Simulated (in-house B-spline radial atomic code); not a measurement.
## RPA and G0W0 on PBE0: the sulfur ion S⁵⁺

Configuration [Ne] 3s1, highest spin, mean-field start PBE0. Computed with a B-spline radial code for spherical atoms: all electrons, scalar-relativistic (spin-free one-electron X2C), finite nucleus, each spin shell either full or empty, empty states to l = 9 with an (l + 1/2)⁻⁴ tail; G0W0 by contour deformation at full frequency.

Command:
```bash
python run_gw.py task.json out
```
Settings (radii: box in bohr, nucleus in fm):
```
Z                        16
electrons                11
configuration            [Ne] 3s1
hamiltonian              x2c
method                   pbe0
lmax                     9
rms_radius               3.2611
spin_polarised           True
box_radius               10.43
intervals                68
ion_configuration        [He] 2s2 2p6
```

Time taken, with all properties: 3.7 s on 1 thread of Arm Neoverse N1 (shared host).

Energies (hartree):

```
                                     term       value
                         mean-field total  -392.15692
Hartree-Fock functional on these orbitals  -391.85000
                      direct second order    -0.71384
                    second-order exchange     0.26842
                         SOSEX correction     0.24973
```

(1) What is the RPA correlation energy, and what remains with SOSEX?

Quasi-particle levels (eV):

```json
{"level": "3s up", "occupied": "yes", "mean field": "-83.42", "Σx - vxc": "-4.24", "Σc": "?", "QP weight": "?", "G0W0": "?"}
{"level": "2p down", "occupied": "yes", "mean field": "-242.76", "Σx - vxc": "-18.41", "Σc": "3.00", "QP weight": "0.955", "G0W0": "-258.16"}
{"level": "2p up", "occupied": "yes", "mean field": "-243.26", "Σx - vxc": "-18.52", "Σc": "3.06", "QP weight": "0.950", "G0W0": "-258.72"}
{"level": "2s down", "occupied": "yes", "mean field": "-299.82", "Σx - vxc": "-25.01", "Σc": "5.24", "QP weight": "0.864", "G0W0": "-319.59"}
{"level": "3s down", "occupied": "no", "mean field": "-76.50", "Σx - vxc": "6.15", "Σc": "-2.28", "QP weight": "0.954", "G0W0": "-72.62"}
```

G0W0 = mean field + (Σx - vxc) + Σc, with Σc (partial-wave tail included) taken at the quasi-particle energy. Only the outer levels were computed.

(2) Where does G0W0 put 3s up?

(3) What does it cost to remove one electron (to [He] 2s2 2p6) by differences of total energies, each species on its own start (correlation terms add to the Hartree-Fock functional)?

Answers

(1) RPA gives -0.65263 hartree (-1.61 eV per electron); RPA + SOSEX gives -0.4029, and the second-order doubles -0.44543 hartree (no singles). RPA lacks exchange-type terms and so overcorrelates at short range.

(2) At -89.13 eV, with Σc = -1.47 eV and a quasi-particle weight of 0.974. The tabulated removal energy is 88.053 eV (NIST, measured); the calculation leaves out spin-orbit coupling, Breit and QED terms, and what these don't explain is the method's own error.

(3) PBE0 88.56 eV, Hartree-Fock functional 87.56 eV, + RPA 88.80 eV, + RPA + SOSEX 88.00 eV, + second order 88.11 eV. Tabulated: 88.053 eV (NIST, measured); the calculation leaves out spin-orbit coupling, Breit and QED terms, and what these don't explain is the method's own error.
